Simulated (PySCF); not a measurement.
## Polarisability and C₆ of Li⁻ (lithium, charge -1)

[He] 2s2, closed-shell 1S. Calculation: PySCF 2.14, in aug-cc-pVDZ (4s3p2d, 23 functions); no relativity, point nucleus. Coupled (time-dependent) response in atomic units; α is the mean over directions. A double-zeta set is small for polarisabilities.

```tsv
method	mean α (bohr³)	C₆ (like pair)	S(−4)
UHF	1052	28960	1008000
```

S(−4) is the Cauchy moment in α(ω) = α(0) + S(−4) ω² + …

α(iu) at UHF:

| u (hartree) | α(iu) (bohr³) |
| --- | --- |
| 0 | 1052 |
| 0.0500 | 353.9 |
| 0.100 | 137.7 |
| 0.200 | 42.44 |
| 0.300 | 19.89 |
| 0.500 | 7.406 |
| 0.750 | 3.350 |
| 1.00 | 1.909 |
| 1.50 | 0.8685 |
| 2.00 | 0.4985 |
| 3.00 | 0.2280 |
| 5.00 | 0.08433 |

A single London oscillator, α(iu) = α/(1 + u²/ω²), gives C₆ = (3/4) ω α². Matching the computed C₆ needs ω = 4 × 28960 / (3 × 1052²) = 0.0349 hartree.

For an ion, C₆ is the dispersion term alone; charge-induced terms of lower order in 1/R come first.
